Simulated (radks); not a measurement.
Values are calculated unless marked as measured or tabulated.
Question: Ionisation of the niobium ion Nb23+, [Ar], to Nb24+, [Ne] 3s2 3p5, under several functionals. Non-relativistic Kohn-Sham, spin-polarised, spherical densities, point nucleus; open shells are filled with parallel spins first (spin-orbit coupling, left out, can overturn this in heavy ions); a radial shooting solver on a logarithmic mesh with Libxc functionals. Known Delta-SCF values: TPSS 1175.3 eV; exchange-only B88 1173.2 eV. What does MS2 meta-GGA give, and what is its highest occupied eigenvalue?

Answer: 1175.8 eV by Delta-SCF; the 3p eigenvalue is -1148.7 eV. NIST: 1176 eV (semi-empirical).

Beside tabulated values, note that relativity, absent from the non-relativistic runs, is large for the heavy elements.
